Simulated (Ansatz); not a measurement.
Program: Ansatz. Geometries: PBE0-D4/def2-TZVP. ΔE: electronic, gas phase. CCSD(T)/CBS adds triple-zeta CCSD(T) − MP2 to the extrapolated MP2 energy (def2 sets, frozen cores). This one scheme is used for every species. Functionals use def2-TZVPP. For Zn outer-core shells are correlated without core-valence functions, which leaves a few kJ/mol of doubt a bond. Scalar relativity is left out up to krypton. Each species was taken in one conformer, which may not be the lowest.

Reaction (hydrogenolysis of a Zn–O bond): `C[O][Zn][O][SiH3]` + H₂ → `[SiH3][O][ZnH]` + CH₃OH

```
             level  ΔE (eV)
         r2SCAN-D4    -0.07
          PBE-QIDH    -0.12
               PBE    -0.14
            revPBE    -0.15
              PBE0    -0.20
           LC-ωPBE    -0.15
SCS-MP2/def2-TZVPP    -0.03
SCS-MP2/def2-QZVPP     0.01
```

**Question.** What does CCSD(T)/CBS give? (Best estimate.)

**Answer.** Ansatz gave: -0.02 eV. The listed levels differ from it by -0.05, -0.10, -0.12, -0.13, -0.18, -0.13, -0.01, 0.03 eV.

Largest T1 diagnostic among the species: 0.016.

In def2-TZVPP, CCSD(T) changes the Hartree–Fock value by +0.16 eV (the triples alone add +0.04 eV) and MP2 by +0.24 eV. From BLYP to BHLYP (50 % exact exchange), in def2-TZVPP and without D4, ΔE moves by −0.09 eV. The D4 term adds +0.05 eV with B3LYP and +0.03 eV with PBE0; it sums over pairs of atoms, weighted by their polarisabilities, and B3LYP, whose exchange is more repulsive, gets the larger term.

B3LYP here is the variant with VWN-RPA as its local correlation; programs differ in this.
